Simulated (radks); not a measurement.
The numbers below are computed, except where a source is named.
Q: The nitrogen ion N5+, [He]. Level of theory: non-relativistic Kohn-Sham, LDA (Slater exchange, Perdew-Wang correlation), spin-polarised, spherical densities, point nucleus (a radial shooting solver on a logarithmic mesh with Libxc functionals). Every spin shell is full or empty, so the densities are truly spherical. Functionals are evaluated on that one density, not self-consistently. Rank these exchange functionals by their error against the exact value of the orbitals, and give that value: LDA, B88, PBE, PBEsol, revPBE, RPBE, OPTX, WC, AM05, SOGGA, EV93, TPSS, revTPSS, SCAN.

A: Exact: -4.11990 hartree. From best to worst, with 100 (|E| - |E exact|)/|E exact| (equal figures are ties): revTPSS +0.10, TPSS +0.12, SCAN +0.13, RPBE -0.15, revPBE -0.37, OPTX -0.43, B88 -0.64, PBE -1.84, WC -3.82, EV93 +4.02, PBEsol -6.14, SOGGA -6.36, AM05 -10.90, LDA -14.11.
